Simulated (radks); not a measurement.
All-electron atom: the antimony ion Sb5+ in [Kr] 4d10.

All-electron calculation, Dirac Kohn-Sham, LB94 model potential, spin-unpolarised, spherical densities, finite nucleus; Fermi nuclear charge, rms radius 4.6802 fm. Program: a radial shooting solver on a logarithmic mesh with Libxc functionals.

Energy parts (Ry):
| part | energy |
|---|---|
| kinetic | 13711.29893 |
| electron-nucleus | -31308.87943 |
| Hartree | 4980.44951 |
(The LB94 potential has no energy functional, so no total or exchange-correlation energy is given.)

Orbitals (lengths in bohr, moments of r in powers of bohr; r(max) is where P^2 peaks):
| orbital | occ. | eigenvalue (Ry) | r(max) |
|---|---|---|---|
| 1s1/2 | 2 | -2241.362 | 0.01834 |
| 2s1/2 | 2 | -346.1845 | 0.1037 |
| 2p1/2 | 2 | -324.6394 | 0.07966 |
| 2p3/2 | 4 | -305.9234 | 0.08432 |
| 3s1/2 | 2 | -72.32488 | 0.3003 |
| 3p1/2 | 2 | -63.41386 | 0.2866 |
| 3p3/2 | 4 | -59.97816 | 0.2971 |
| 3d3/2 | 4 | -44.16311 | 0.2420 |
| 3d5/2 | 6 | -43.44312 | 0.2451 |
| 4s1/2 | 2 | -15.82056 | 0.7206 |
| 4p1/2 | 2 | -12.81966 | 0.7435 |
| 4p3/2 | 4 | -12.17657 | 0.7692 |
| 4d3/2 | 4 | -7.40841 | 0.8410 |
| 4d5/2 | 6 | -7.31255 | 0.8506 |
| 5s1/2 | 0 | -5.27446 | 1.710 |
| 5p1/2 | 0 | -4.44239 | 1.869 |
| 5p3/2 | 0 | -4.32399 | 1.923 |

The highest occupied level is 4d5/2 at -99.492 eV. The electron density at the nucleus is 2.088e+05 e/bohr^3. The density falls to 0.001 e/bohr^3 at r = 2.60 bohr. Summed over all electrons, <r^2> = 20.41 bohr^2, which gives a Langevin (diamagnetic) susceptibility term of -16.2 x 10^-6 cm^3/mol.
